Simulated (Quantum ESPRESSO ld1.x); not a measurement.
Question: The aim is the molybdenum ion Mo+ in [Kr] 4d5. What will ld1.x (Quantum ESPRESSO 7.5) do with this input?

```
 &input
    zed=42.0,
    iswitch=1,
    rel=2,
    dft='PW',
    config='[Kr] 4d5',
    relpert=.true.,
    prefix='ld1',
    max_out_wfc=37,
    file_charge='ld1.rho',
 /
```

Answer: Refused. The program stops in ld1_readin with "perturbative SO-splitting for AE calculations with rel=0 only": the perturbative correction needs rel = 0.

Output (excerpt):

```
     Program LD1 v.7.5 starts

 %%%%%%%%%%%%%%%%%%%%%%%%%%%%%%%%%%%%%%%%%%%%%%%%%%%%%%%%%%%%%%%%%%%%%%%%%%%%%%
     Error in routine ld1_readin (1):
     perturbative SO-splitting for AE calculations with rel=0 only
 %%%%%%%%%%%%%%%%%%%%%%%%%%%%%%%%%%%%%%%%%%%%%%%%%%%%%%%%%%%%%%%%%%%%%%%%%%%%%%

     stopping ...
```

Run on one thread of a shared host, so times are rough (Intel(R) Xeon(R) Processor @ 2.60GHz): 0.49 s of CPU time, 0.51 s wall.
